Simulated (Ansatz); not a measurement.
Reaction (redistribution): `[CH3][GeH2][SiH2]P` + `CC[SiH2]C` → `CC[SiH2]P` + `C[SiH2][GeH2][CH3]`

Computed with Ansatz on PBE0-D4/def2-TZVP structures; ΔE is electronic, products minus reactants. CCSD(T)/CBS adds triple-zeta CCSD(T) − MP2 to the extrapolated MP2 energy (def2 sets, frozen cores). DFT in def2-TZVPP. B3LYP here is the variant with VWN-RPA as its local correlation; programs differ in this. For Ge outer-core shells are correlated without core-valence functions, which leaves a few kJ/mol of doubt a bond. Scalar relativity is left out up to krypton. Each species was taken in one conformer, which may not be the lowest.

```
          level  ΔE (kJ/mol)
        ωB97X-V          3.3
        ωB97M-V          3.7
          B3LYP          3.4
 MP2/def2-TZVPP          3.8
CCSD/def2-TZVPP          3.6
 MP2/def2-QZVPP          3.9
   HF/CBS(def2)          3.8
  MP2/CBS(def2)          4.0
```

**Question.** What does CCSD(T)/CBS give? (Best estimate.)

**Answer.** Computed: +3.8 kJ/mol. The listed levels differ from it by -0.5, -0.1, -0.4, 0.0, -0.2, 0.1, 0.0, 0.2 kJ/mol.

Largest T1 diagnostic among the species: 0.012.
